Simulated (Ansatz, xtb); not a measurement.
**Relative energy of two structures of C4H6AlBr**

Structure X: a singlet given by its coordinates. Structure Y: `C#C[CH2][Al]([CH3])[Br]`, a singlet. Both are isolated molecules in the gas phase, relaxed with B3LYP-D3(BJ)/def2-SVP; the shapes shown needn't be the lowest conformers.

X (Å):

```xyz
12

C     4.1307   -1.6101   -0.8682
C     3.2858   -1.0493   -0.1966
C     2.2414   -0.4384    0.5457
C     0.4600    0.2641   -2.2425
Al    0.5363    0.1792   -0.2947
Br    2.5060    1.6748    0.6059
H     4.8807   -2.1078   -1.4533
H     2.2487   -0.6831    1.6155
H    -0.6870    0.3312    0.6957
H    -0.1089   -0.5892   -2.6531
H    -0.0417    1.1815   -2.5940
H     1.4690    0.2352   -2.6847
```

Close contacts (Å): C1–C2 1.22, C2–C3 1.42, C3–Al5 2.00, C3–Br6 2.13, C4–Al5 1.95, Al5–Br6 2.63, C1–H7 1.07, C3–H8 1.10, C4–H10 1.10, C4–H11 1.10, C4–H12 1.10, Al5–H9 1.58.

Y (Å):

```xyz
12

C     2.2112   -1.0404   -1.0682
C     1.5827   -1.1897   -0.0403
C     0.8022   -1.2821    1.1793
C    -0.0316    1.9844    0.3943
Al   -0.1470    0.4147    1.5323
Br   -1.4325    0.4315    3.4144
H     2.7744   -0.9320   -1.9750
H     0.0584   -2.0980    1.1236
H     1.4398   -1.5179    2.0511
H    -0.3757    1.7366   -0.6249
H    -0.6232    2.8336    0.7675
H     1.0206    2.3030    0.2964
```

Quicker runs give these differences E(Y) − E(X): GFN2-xTB −36.2 kcal/mol; HF/STO-3G −59.0 kcal/mol (at GFN2-xTB geometries); r2SCAN-D4/def2-SVP −51.3 kcal/mol (at GFN2-xTB geometries).

Q: Estimate E(Y) − E(X) at the level CCSD(T)/def2-SVP + ΔMP2/def2-TZVPP.

A: Calculated at CCSD(T)/def2-SVP + ΔMP2/def2-TZVPP: E(Y) − E(X) = −52.5 kcal/mol, so structure Y lies lower.

Level by level:

```tsv
level	geometry	E(Y) − E(X) (kcal/mol)	departure from the last row (kcal/mol)	job, with rough time for the two
GFN2-xTB	GFN2-xTB	−36.2	+16.3	optimisation, 0.24 s
HF/STO-3G	GFN2-xTB	−59.0	−6.5	single point, 0.5 s
r2SCAN-D4/def2-SVP	GFN2-xTB	−51.3	+1.2	single point, 3.1 s
B3LYP-D3(BJ)/def2-SVP	B3LYP-D3(BJ)/def2-SVP	−49.1	+3.4	optimisation, 57 s
HF/def2-SVP	B3LYP-D3(BJ)/def2-SVP	−58.2	−5.7	part of the CCSD(T) run
MP2/def2-SVP	B3LYP-D3(BJ)/def2-SVP	−58.3	−5.7	part of the CCSD(T) run
CCSD(T)/def2-SVP	B3LYP-D3(BJ)/def2-SVP	−55.9	−3.4	single point
CCSD(T)/def2-SVP + ΔMP2/def2-TZVPP	B3LYP-D3(BJ)/def2-SVP	−52.5		single point, 42 s
```

The levels shown agree on the order. The largest departure from CCSD(T)/def2-SVP + ΔMP2/def2-TZVPP is that of GFN2-xTB, 16.3 kcal/mol. A small imaginary or near-zero mode remains, so no thermal terms are given. The last row adds to CCSD(T) the change of the MP2 difference between the two basis sets, here +3.4 kcal/mol, a large step that makes the value less sure.

The correlated steps freeze 18 core orbitals; the filled d shell of Br is correlated, in a basis made for valence electrons. Run with Ansatz 0.2.0, xtb 6.7.1; the last row on 2 threads of Intel(R) Xeon(R) 6975P-C (Granite Rapids) on a shared host.
